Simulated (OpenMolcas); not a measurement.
# GaHClOF (SMILES [OH][Ga]([F])[Cl]): methods side by side

GaHClOF has 5 atoms, charge 0, and is taken as a singlet. As SMILES, `[OH][Ga]([F])[Cl]`. The shape is that of a PBE0-D4/def2-TZVP optimisation. This is one conformer, not always the lowest.

```xyz
5

O    -0.4114   -1.2129    0.5674
Ga    0.0247    0.1940   -0.3972
F    -0.3418    0.1437   -2.0898
Cl    0.9603    1.9231    0.3823
H    -0.1820   -1.1214    1.4958
```

Each level gives the dipole moment (D). The values are calculated.

```
           level           kind     program  value (D)  CPU time
    HF/def2-SVPD   Hartree–Fock  OpenMolcas       2.40      38 s
 SVWN5/def2-SVPD            LDA  OpenMolcas       2.30      57 s
  BLYP/def2-SVPD            GGA  OpenMolcas       2.22      60 s
   PBE/def2-SVPD            GGA  OpenMolcas       2.20      69 s
revPBE/def2-SVPD            GGA  OpenMolcas       2.17      70 s
  TPSS/def2-SVPD       meta-GGA  OpenMolcas       2.16      81 s
 B3LYP/def2-SVPD  global hybrid  OpenMolcas       2.29      70 s
  PBE0/def2-SVPD  global hybrid  OpenMolcas       2.28      64 s
```

All-electron rows without a relativistic Hamiltonian named are non-relativistic. The values span 2.16 to 2.40 D. Magnitudes only. CPU times are rough (shared hosts, several kinds of processor and program).
